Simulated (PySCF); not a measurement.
**Electronic structure of Ar²⁺ (argon, charge +2) at the M06-2X level**

Configuration: [Ne] 3s1 3p5, high-spin 3P determinant (an excited configuration). Computed with PySCF 2.14 in aug-cc-pCVQZ-DK (10s9p7d5f3g, 134 functions), with scalar relativity by spin-free X2C-1e.

- Total energy: -527.2115 hartree
- One-electron energy: -711.1918 hartree
- Hartree (Coulomb) energy: 214.1953 hartree
- Exchange-correlation energy: -30.2151 hartree
- ⟨S²⟩: 2.0029
- ⟨L²⟩: 2.010
- Sum of ⟨r⟩: 11.88 bohr
- Sum of ⟨r²⟩: 15.99 bohr²
- Traceless quadrupole moment −½Σ⟨3z² − r²⟩ along its main axis: 0.909 e·bohr²
- Langevin diamagnetic susceptibility: -12.7 ×10⁻⁶ cm³/mol
- Time after the integrals: of the order of 6 core-seconds

| shell | electrons | mean orbital energy (eV) | spread (eV) | rms radius, mean of both spins (bohr) |
| --- | --- | --- | --- | --- |
| 1s α | 1 | -3209.2 | 0 | 0.0993 |
| 1s β | 1 | -3208.2 | 0 | 0.0993 |
| 2s α | 1 | -346.65 | 0 | 0.449 |
| 2s β | 1 | -345.71 | 0 | 0.449 |
| 2p α | 3 | -277.21 | 0.769 | 0.416 |
| 2p β | 3 | -276.43 | 0.260 | 0.416 |
| 3s α | 1 | -58.090 | 0 | 1.42 |
| 3p α | 3 | -40.817 | 1.673 | 1.58 |
| 3p β | 2 | -37.266 | 0 | 1.58 |

Densities and radii are taken from the X2C orbitals without a picture-change correction, which distorts them close to the nucleus.
